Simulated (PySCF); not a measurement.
1-bromo-1-chlorocyclopropane (C₃H₄BrCl), SMILES ClC1(Br)CC1. Atoms are numbered in the order given.

```xyz
9

Cl     1.2074     1.5694     0.0000
C     -0.2464     0.5579     0.0000
Br     0.1467    -1.3424     0.0000
C     -1.4482     1.0339     0.7616
C     -1.4482     1.0339    -0.7616
H     -2.0509     0.2761     1.2850
H     -1.3510     1.9980     1.2843
H     -2.0509     0.2761    -1.2850
H     -1.3510     1.9980    -1.2843
```

The structure is a stationary point at PBE-D3(BJ)/def2-SVP.

These are PBE/def2-TZVP run with PySCF values and carry that method's errors.

Symmetry labels are those of the subgroup Cs that the program uses (full group Cs).

Problem. List the valence orbital energies around the gap with their symmetry. (An estimate is asked for; the answer gives what the named calculation found.)

Solution. 
| orbital | symmetry | energy (eV) |
|---|---|---|
| HOMO−7 | A' | -9.79 |
| HOMO−6 | A" | -9.69 |
| HOMO−5 | A" | -9.51 |
| HOMO−4 | A' | -8.81 |
| HOMO−3 | A' | -7.46 |
| HOMO−2 | A" | -7.33 |
| HOMO−1 | A' | -6.93 |
| HOMO | A" | -6.50 |
| LUMO | A' | -1.72 |
| LUMO+1 | A' | -0.82 |
| LUMO+2 | A' | 0.75 |
| LUMO+3 | A" | 1.15 |
